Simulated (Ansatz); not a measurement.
The cluster Cu₄B⁺. Charge 1, multiplicity 3. Geometry B3LYP-D4/def2-SVP, that of the neutral doublet; atoms count from 1.

```tsv
atom	x (Å)	y (Å)	z (Å)
B1	-0.0627	0.4429	-0.8346
Cu2	0.6053	1.7205	0.4735
Cu3	1.1561	-0.7022	0.4713
Cu4	-1.0468	-0.0658	0.9755
Cu5	-0.6518	-1.3954	-1.0857
```

The structure comes from a short search, and lower isomers may exist.

**Question.** Estimate the Mulliken populations from the PBE0/def2-TZVP orbitals of Ansatz.

**Answer.** 
```json
{"atom": "B1", "charge (e)": "-0.11", "spin (α − β)": "1.07", "d electrons": "–"}
{"atom": "Cu2", "charge (e)": "0.29", "spin (α − β)": "0.08", "d electrons": "9.75"}
{"atom": "Cu3", "charge (e)": "0.27", "spin (α − β)": "0.39", "d electrons": "9.80"}
{"atom": "Cu4", "charge (e)": "0.27", "spin (α − β)": "0.39", "d electrons": "9.80"}
{"atom": "Cu5", "charge (e)": "0.29", "spin (α − β)": "0.08", "d electrons": "9.75"}
```
Mulliken values and Mayer orders depend strongly on the basis.

**Question.** Where does the spin sit?

**Answer.** Summed by element: B 1.07, Cu 0.93, of 2 unpaired in all. Largest on single atoms: B1 1.07, Cu3 0.39, Cu4 0.39.

**Question.** And the Mayer bond orders between bonded heavy atoms (over 0.3)?

**Answer.** B1–Cu2 0.80 (1.95 Å); B1–Cu3 0.59 (2.12 Å); B1–Cu4 0.59 (2.12 Å); B1–Cu5 0.80 (1.95 Å); Cu3–Cu4 0.34 (2.35 Å).
